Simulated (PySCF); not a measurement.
Species: C₆H₁₁FP₂.
Z-matrix (Å and degrees, GFN2-xTB geometry), rows numbered from 1:
```
C 
C   1  1.5101
P   2  1.7288  1  117.70
P   3  2.2867  2  136.46  1    62.75
C   3  1.8036  2  108.66  1   -64.92
C   5  1.3261  3  108.89  2   -96.96
F   6  1.3423  5  123.50  3   178.53
C   6  1.4952  5  120.09  3    -0.42
C   8  1.5320  6  107.06  5   -15.22
H   1  1.0933  2  114.16  3   -80.18
H   1  1.0898  2  110.43  3    42.21
H   1  1.0901  2  108.26  3   160.48
H   2  1.0931  1  113.05  3   129.85
H   4  1.3933  3   88.68  2   -45.57
H   4  1.3933  3   89.65  2    46.27
H   5  1.0760  3  125.92  2    82.35
H   8  1.0937  6  108.57  5   104.77
H   8  1.0924  6  110.34  5  -137.48
H   9  1.0941  3  108.80  2  -150.25
H   9  1.0901  3  110.01  2   -30.88
```

NICS = −σ at a ghost point: NICS(0) at the centroid of the ring atoms, NICS(1) 1 Å to either side along the normal of their mean plane, zz for the tensor component along that normal. Level: GIAO PBE0/pcSseg-1 (PySCF, non-relativistic, gas phase) on the GFN2-xTB geometry, one conformer.

Ring bond lengths (Å), with Mayer bond orders in brackets: P3–C5 1.804 (0.93), C5–C6 1.326 (1.84), C6–C8 1.495 (1.05), C8–C9 1.532 (1.01), C9–P3 1.841 (0.94).

**Question.** Give the NICS values of each ring in ppm.

**Answer.** 
```tsv
ring	type	NICS(0)	NICS(1), two faces	NICS(1)zz, two faces	rms pucker (Å)	centre to ring atoms, mean (Å)
P3–C5–C6–C8–C9	5-membered ring with P; formal bonds 1 double, 4 single	-3.6	-3.1 / -2.6	-1.0 / -0.4	0.11	1.35
```

**Question.** What can be read from them?

**Answer.** 
- P3–C5–C6–C8–C9: mean NICS(1)zz -0.7 ppm, near zero. P3, C8, C9 have four or more neighbours, so the value isn't read as a sign of a π ring current.

**Question.** What is the mean of the two in-plane components of NICS at the first NICS(1) probe listed for ring P3–C5–C6–C8–C9, 1 Å off the ring?

**Answer.** The isotropic value is a third of the trace: (3 × -3.1 − (-1.0))/2 = -4.2 ppm.

**Question.** List the ring angles and the Hirshfeld charges of the ring atoms.

**Answer.** 
- P3–C5–C6–C8–C9: P3 93.3° (+0.302 e), C5 108.9° (-0.134 e), C6 120.1° (+0.109 e), C8 107.1° (-0.069 e), C9 105.5° (-0.100 e); sum 534.9° against 540° for a flat convex ring.

**Question.** How shielded are the nuclei of the rings and their hydrogens (means over atoms taken as equivalent)?

**Answer.** 
| atoms | environment | σ isotropic (ppm) | principal values of the symmetric part, first atom (ppm) |
| --- | --- | --- | --- |
| P3 | phosphorus bonded to 3 C and P | 321.7 | 254.3, 270.8, 440.1 |
| C5 | alkene CH carbon | 78.3 | -13.7, 95.9, 152.5 |
| C6 | vinylic C–F carbon | 3.7 | -94.1, 47.9, 57.5 |
| C8 | allylic carbon | 151.8 | 127.2, 156.3, 172.0 |
| C9 | sp3 carbon bound to phosphorus | 155.8 | 140.7, 149.0, 177.6 |
| H16 | vinylic hydrogen | 25.77 | 24.2, 25.1, 28.0 |
| H17 | methylene hydrogen | 28.49 | 24.8, 26.4, 34.3 |
| H18 | methylene hydrogen | 29.05 | 24.4, 27.4, 35.3 |
| H19 | methylene hydrogen | 29.68 | 25.0, 28.4, 35.6 |
| H20 | methylene hydrogen | 29.65 | 26.1, 28.0, 34.8 |

The run took 51 s on one thread, Arm Neoverse V2 (aarch64), no GPU, shared host, and the process peaked at 1.0 GiB of memory. This is the whole shielding run at PBE0/pcSseg-1, SCF included.
